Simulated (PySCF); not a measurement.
Cl₂GeH₄OSi, SMILES Cl[Si](Cl)([GeH3])O.

Geometry: ωB97X-D3(BJ)/def2-SVP. This is a generated structure with no PubChem entry under its InChIKey; it may be hypothetical. One conformer was computed; it need not be the lowest.

These are ωB97X-D3(BJ)/def2-SVP in PySCF values and carry that method's errors.

Frequencies are harmonic and unscaled.

| mode | ν (cm⁻¹) | IR (km/mol) | Raman (Å⁴/amu) | depolarisation | moving atoms (share of kinetic energy) |
|---|---|---|---|---|---|
| 1 | 88 | 2.6 | 1.2 | 0.75 | Cl 62 %, Ge 17 %, Si 8 % |
| 2 | 101 | 0.0 | 0.0 | – | H 97 % |
| 3 | 111 | 1.1 | 0.9 | 0.61 | Cl 41 %, O 25 %, Ge 17 %, Si 9 % |
| 4 | 189 | 5.3 | 2.2 | 0.75 | Cl 63 %, Si 18 %, O 10 % |
| 5 | 195 | 27.3 | 2.1 | 0.75 | H 62 %, Cl 17 %, O 14 % |
| 6 | 206 | 22.3 | 3.5 | 0.44 | O 40 %, Ge 32 %, Cl 19 %, H 8 % |
| 7 | 314 | 97.3 | 0.8 | 0.75 | O 48 %, H 35 %, Cl 15 % |
| 8 | 380 | 17.6 | 10.4 | 0.01 | Cl 40 %, Si 27 %, O 14 %, Ge 12 % |
| 9 | 486 | 43.9 | 7.5 | 0.75 | H 85 %, Cl 9 % |
| 10 | 493 | 20.3 | 5.7 | 0.74 | H 85 % |
| 11 | 575 | 128.9 | 2.1 | 0.70 | Si 60 %, Cl 26 %, H 10 % |
| 12 | 610 | 160.9 | 1.1 | 0.75 | Si 65 %, Cl 28 % |
| 13 | 803 | 238.0 | 3.0 | 0.41 | H 74 %, O 19 % |
| 14 | 821 | 167.5 | 7.3 | 0.64 | H 90 % |
| 15 | 899 | 31.8 | 26.7 | 0.75 | H 98 % |
| 16 | 900 | 41.2 | 25.1 | 0.75 | H 99 % |
| 17 | 947 | 88.6 | 3.2 | 0.40 | O 45 %, Si 39 %, H 16 % |
| 18 | 2200 | 60.1 | 274.4 | 0.01 | H 100 % |
| 19 | 2204 | 106.6 | 125.0 | 0.75 | H 98 % |
| 20 | 2204 | 100.8 | 105.7 | 0.73 | H 98 % |
| 21 | 3912 | 137.8 | 134.9 | 0.32 | H 94 % |
